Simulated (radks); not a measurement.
Bi, 83 electrons, occupied as [Hg] 6p3 (the NIST ground configuration).

Calculated with a radial shooting solver on a logarithmic mesh with Libxc functionals: scalar-relativistic Kohn-Sham, PBEsol, spin-polarised, spherical densities, finite nucleus; open shells are filled with parallel spins first (spin-orbit coupling, left out, can overturn this in heavy ions); Fermi nuclear charge, rms radius 5.5211 fm.

Energy parts (hartree):
total: -21518.6269
kinetic: 24386.4633
electron-nucleus: -53778.5697
Hartree: 8262.3303
exchange-correlation: -388.8508

Orbitals (lengths in bohr, moments of r in powers of bohr):
orbital  occ.  eigenvalue (hartree)       <r^4>      <r^2>
1s up       1             -3328.978   3.333e-07  0.0003465
1s down     1             -3328.976   3.333e-07  0.0003465
2s up       1             -598.1907  0.00004785   0.005248
2s down     1             -598.1902  0.00004785   0.005248
2p up       3             -512.0016  0.00004000   0.004487
2p down     3             -512.0007  0.00004000   0.004487
3s up       1             -144.3867    0.001713    0.03372
3s down     1             -144.3859    0.001713    0.03372
3p up       3             -119.7488    0.001921    0.03503
3p down     3             -119.7480    0.001921    0.03503
3d up       5             -94.92917    0.001474    0.02902
3d down     5             -94.92843    0.001474    0.02902
4s up       1             -33.11738     0.03709     0.1606
4s down     1             -33.11616     0.03709     0.1606
4p up       3             -25.03995     0.04994     0.1842
4p down     3             -25.03862     0.04993     0.1842
4d up       5             -15.78931     0.06658     0.2060
4d down     5             -15.78782     0.06657     0.2060
5s up       1              -5.78626      0.8572     0.7732
5s down     1              -5.78288      0.8565     0.7731
4f up       7              -5.60088      0.1041     0.2322
4f down     7              -5.59918      0.1040     0.2322
5p up       3              -3.51403       1.523      1.014
5p down     3              -3.51061       1.514      1.012
5d up       5              -0.99081       5.469      1.788
5d down     5              -0.97956       5.143      1.747
6s up       1              -0.55126       45.20      5.406
6s down     1              -0.49383       43.05      5.249
6p up       3              -0.19109       182.5      10.40
6p down     0              -0.12197       217.0      11.00

The highest occupied level is 6p up at -5.200 eV. The density falls to 0.001 e/bohr^3 at r = 4.73 bohr. Spin moment in Bohr magnetons: 3. Summed over all electrons, <r^2> = 74.49 bohr^2, which gives a Langevin (diamagnetic) susceptibility term of -59 x 10^-6 cm^3/mol. The spin density at the nucleus is -19.85 e/bohr^3 (1s -0.80, 2s 0.27, 3s 0.23, 4s 0.04, 5s 0.74, 6s -20.32). For comparison, the ionisation energy in NIST's Atomic Spectra Database is 7.286 eV (measured). In exact Kohn-Sham theory the highest level is minus the ionisation energy, but local and semilocal functionals leave it too shallow, through self-interaction and a potential that decays too fast; potentials with the right tail come closer. The electron density at the nucleus is 3.209e+06 e/bohr^3 (large components only).
